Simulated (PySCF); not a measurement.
Geometry (Å), atoms numbered from 1 in this order:
```xyz
19

C     3.162   -0.042   -1.140
C     1.814   -0.028   -0.616
C     0.691   -0.008   -0.195
C    -0.647   -0.009    0.353
Si   -1.176    1.805    0.705
Si   -1.809   -0.962   -0.847
C    -0.622   -0.745    1.655
F    -1.839   -0.794    2.240
F     0.194   -0.196    2.577
F    -0.228   -2.031    1.548
H     3.443    0.955   -1.479
H     3.233   -0.734   -1.979
H     3.856   -0.358   -0.360
H    -2.524    1.782    1.270
H    -1.142    2.481   -0.590
H    -0.213    2.397    1.630
H    -3.151   -0.966   -0.270
H    -1.762   -0.222   -2.106
H    -1.290   -2.316   -1.017
```

All values are calculated (PySCF 2.14): PBE0/pcSseg-1 with gauge-including orbitals, geometry from GFN2-xTB. Single conformer, averaged over atoms made equivalent by symmetry, fast rotation or ring inversion, relativity neglected, isolated molecule.

δ = σ(ref) − σ, references computed at the same level: 13C (σref 186.93), 1H (σref 31.72), 29Si (σref 349.16) against TMS; CFCl3 for 19F (σref 170.95).

```
                  atoms  nucleus  count  Hirshfeld charge  δ (ppm)
                     C3      13C      1             -0.08     78.7
                     C7      13C      1              0.25    138.5
                Si5/Si6     29Si      2              0.31    -60.6
H14/H15/H16/H17/H18/H19       1H      6             -0.07     4.21
                     C1      13C      1             -0.09      5.1
            H11/H12/H13       1H      3              0.06     2.10
                     C4      13C      1             -0.16        ?
                     C2      13C      1             -0.04        ?
              F8/F9/F10      19F      3             -0.09        ?
```

Estimate the values marked ?.

Results:


- C2: 90.0 ppm, alkyne carbon; the triple bond shields along its axis, which puts it between sp3 and sp2 carbons
- C4: 18.3 ppm, propargylic fully substituted sp3 carbon bonded to 2 Si
- F8/F9/F10: -71.0 ppm, fluorine of a CF3 group

Shifts are as computed. Against solution values, carbons near 30 ppm lie about +3 ppm off and those near 130 ppm about +5 ppm. Of 1211 compounds with measured shifts, 218 miss one by over three times the rms of a fit or turn the order of signals round; such compounds aren't used in these exercises. Unscaled 19F shifts against computed CFCl3 carry errors that often reach 10 to 50 ppm.
